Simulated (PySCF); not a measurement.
**Mo³⁺: ionisation energy**

Mo³⁺ [Kr] 4d3 [4d3/2^3, M_J = 3/2] → Mo⁴⁺ [Kr] 4d2 [4d3/2^2, M_J = 2], as a difference of total energies. Computed with PySCF 2.14 in x2c-TZVPPall-2c (8s9p7d2f1g, 93 functions), with the two-component X2C-1e Hamiltonian. Correlated levels: [Ar] 3d10 frozen; the 6 highest virtual spinors dropped. "Screened" scales the spin-orbit matrix elements by Boettger's factors to mimic the two-electron term; Breit and QED terms are absent.

```json
{"method": "GHF (spin-free)", "ionisation energy (eV)": "39.241"}
{"method": "GMP2 (spin-free)", "ionisation energy (eV)": "39.975"}
{"method": "GHF (screened spin-orbit)", "ionisation energy (eV)": "39.194"}
{"method": "GMP2 (screened spin-orbit)", "ionisation energy (eV)": "39.933"}
```

Q: How much does correlation contribute at GMP2 (screened spin-orbit)?

A: 39.933 − (39.194) = 0.739 eV, measured against GHF (screened spin-orbit).

The spin-free rows relax to the high-spin LS determinant and lack the spin-orbit shift.

Errors of the correlated levels include the incompleteness of this basis and the frozen core.

The labels give the starting determinants; with spin-orbit coupling the two ends relaxed to ⟨J²⟩ = 6.41, ⟨L²⟩ = 11.98, ⟨S²⟩ = 3.74 and ⟨J²⟩ = 7.08, ⟨L²⟩ = 11.86, ⟨S²⟩ = 1.95.

The determinant of Mo³⁺ and of Mo⁴⁺ mixes levels of different J (the jj label is only the starting occupation), so the difference between spin-free and spin-orbit rows is not the physical spin-orbit shift.

For comparison: 40.33 ± 0.06 eV (semi-empirical (NIST evaluation); NIST Atomic Spectra Database, ionization energies).
